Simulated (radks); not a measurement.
Removal energies from the potassium ion K13+, [He] 2s2 2p2, by Delta-SCF beside the eigenvalue of the level emptied. All-electron calculation, scalar-relativistic Kohn-Sham, r2SCAN, spin-polarised, spherical densities, finite nucleus; meta-GGA in the generalised Kohn-Sham scheme; Fermi nuclear charge, rms radius of each element as measured or else 0.836 A^(1/3) + 0.57 fm. Program: a radial shooting solver on a logarithmic mesh with Libxc functionals. Open shells are filled with parallel spins first.

\begin{tabular}{lrrr}
removed from & final configuration & Delta-SCF (eV) & -eigenvalue (eV) \\ \hline
2p & [He] 2s2 2p1 & 789.69 & 755.34 \\
2s & [He] 2s1 2p2 & 814.97 & 792.53 \\
1s & 1s1 2s2 2p2 & 4198.6 & 4101.7 \\
\end{tabular}
